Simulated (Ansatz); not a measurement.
A structure relaxed at r2SCAN-D4/def2-SVP in Ansatz, charge 0, singlet:

```xyz
30

C    -3.320   -0.418    1.003
C    -2.506   -0.300   -0.053
C    -1.012   -0.121   -0.039
C    -0.651    1.197   -0.772
C     0.872    1.382   -0.834
C     1.500    0.205   -1.596
C     1.172   -1.110   -0.871
C     1.737   -1.062    0.557
C     1.108    0.114    1.318
C     1.437    1.428    0.593
C    -0.417   -0.070    1.379
C    -0.352   -1.293   -0.808
H    -4.398   -0.546    0.871
H    -2.949   -0.391    2.032
H    -2.943   -0.337   -1.062
H    -1.121    2.046   -0.244
H    -1.076    1.178   -1.793
H     1.102    2.328   -1.357
H     2.595    0.337   -1.663
H     1.115    0.173   -2.631
H     1.618   -1.958   -1.420
H     1.524   -2.011    1.081
H     2.836   -0.950    0.526
H     1.510    0.148    2.347
H     2.531    1.581    0.564
H     1.006    2.284    1.144
H    -0.876    0.761    1.944
H    -0.664   -1.003    1.918
H    -0.605   -2.244   -0.306
H    -0.773   -1.346   -1.829
```

(1) Give its formula, name or SMILES and point group.

(2) Summarise the bond lengths by kind (pairs closer than 1.2 times the sum of covalent radii, bridged metal pairs left out).

## Answers

(1) `C=CC12CC3CC(CC(C3)C1)C2`. Point group Cs (tolerance 0.1 Å).

(2) 14 × C–C 1.34 to 1.55 Å; 18 × C–H 1.09 to 1.11 Å.
